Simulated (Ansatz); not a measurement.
Consider the substitution at a C–Ge bond: `[CH3][Ge]([CH3])([F])[F]` + `[CH3][SnH]([F])[SH]` → `C[S][SnH]([CH3])[F]` + `[CH3][GeH]([F])[F]`.

Gas-phase electronic energies from Ansatz, PBE0-D4/def2-TZVP geometries. CCSD(T)/CBS adds triple-zeta CCSD(T) − MP2 to the extrapolated MP2 energy (def2 sets, frozen cores). DFT in def2-TZVPP. def2 core potentials past Kr. For Ge, Sn outer-core shells are correlated without core-valence functions, which leaves a few kJ/mol of doubt a bond. Scalar relativity is left out up to krypton. One conformer a species, not always the lowest.

`[CH3][Ge]([CH3])([F])[F]`:

```xyz
11

C     1.508   -0.060    0.817
Ge    0.069   -0.412   -0.414
C    -1.591    0.560   -0.316
F     0.695   -0.224   -2.023
F    -0.306   -2.105   -0.315
H     2.344   -0.718    0.583
H     1.182   -0.247    1.841
H     1.834    0.977    0.729
H    -2.064    0.401    0.654
H    -2.257    0.203   -1.101
H    -1.412    1.626   -0.456
```

`[CH3][SnH]([F])[SH]`:

```xyz
9

C    -0.469   -1.145   -0.545
Sn    0.682    0.271    0.537
F     2.058    0.787   -0.713
S    -0.553    2.244    1.069
H    -1.317   -1.473    0.056
H    -0.829   -0.676   -1.460
H     0.157   -2.000   -0.799
H     1.523   -0.218    1.932
H    -1.252    2.209   -0.078
```

`C[S][SnH]([CH3])[F]`:

Cartesian coordinates in Å:
```
C -0.949 -0.575 1.818
S -0.659 1.198 1.526
Sn 0.808 1.062 -0.340
C 0.125 -0.253 -1.863
F 2.393 0.161 0.306
H -1.595 -0.639 2.694
H -1.458 -1.043 0.976
H -0.016 -1.095 2.032
H 1.309 2.628 -0.782
H -0.820 0.105 -2.272
H -0.012 -1.247 -1.439
H 0.873 -0.302 -2.655
```

`[CH3][GeH]([F])[F]`:

Cartesian coordinates in Å:
```
C 0.118 0.631 0.843
Ge -0.034 -0.437 -0.749
F -1.714 -0.702 -1.072
F 0.590 -2.015 -0.412
H 1.168 0.753 1.112
H -0.329 1.612 0.680
H -0.405 0.128 1.656
H 0.606 0.030 -2.059
```

```tsv
level	ΔE (kJ/mol)
LDA (SPW92)	62.9
ωB97X-V	63.1
```

Q: What does CCSD(T)/CBS give? (Best estimate.)

A: Computed: +65.2 kJ/mol. The listed levels differ from it by -2.3, -2.1 kJ/mol.

Q: What do rigid-rotor, harmonic-oscillator terms from PBE0-D4/def2-TZVP frequencies (298.15 K, 1 bar) make of the CCSD(T)/CBS value? (Estimate.)

A: The calculation gave: ΔZPE = +3.0 kJ/mol, ΔH = +67.1 kJ/mol, ΔS = 7 J/(mol·K), ΔG = +65.1 kJ/mol. Modes under 50 cm⁻¹ make the entropy rough.

Largest T1 diagnostic among the species: 0.013.

In def2-TZVPP, CCSD(T) changes the Hartree–Fock value by +3.4 kJ/mol (the triples alone add −1.0 kJ/mol) and MP2 by +3.1 kJ/mol. Leaving LDA and LC-ωPBE aside and taking each functional with its dispersion term where it has one, the values, not all of them listed here, spread over 9.2 kJ/mol, from revPBE-D4 to PBE-QIDH.
